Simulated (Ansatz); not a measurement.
Molecule: HgI, net charge 1, singlet state. SMILES: [I][Hg+]
Geometry: optimised at B3LYP-D3(BJ)/def2-TZVP (Ansatz, a program for electronic structure).

Quantity: vertical ionisation energy (to the doublet state of charge +2; each state is the SCF solution reached for its spin), in eV. Correlated levels leave the core frozen unless marked. Open shells are spin-unrestricted. No spin-orbit coupling. Frozen are the shells of the preceding noble gas and the d and f shells that filled before the atom's block. In def2 rows, elements after Kr have scalar-relativistic effective core potentials. Basis-set limits of correlation are two-point, X^-3; Hartree-Fock from the larger set.

```
level                                 program  vertical ionisation energy (eV)
------------------------------------  -------  -------------------------------
PBE/def2-TZVPD                         Ansatz                            15.63
BHLYP/def2-TZVPD                       Ansatz                            15.34
CAM-B3LYP/def2-TZVPD                   Ansatz                            15.56
wB97M-V/def2-TZVPD                     Ansatz                            15.36
CCSD/def2-SVPD                         Ansatz                            15.21
CCSD/def2-TZVPPD                       Ansatz                            15.31
CCSD/CBS(def2-TZVPPD,def2-QZVPPD)      Ansatz                            15.49
CCSD(T)/def2-SVPD                      Ansatz                            15.27
CCSD(T)/def2-TZVPPD                    Ansatz                            15.41
CCSD(T)/CBS(def2-TZVPPD,def2-QZVPPD)   Ansatz                            15.64
```
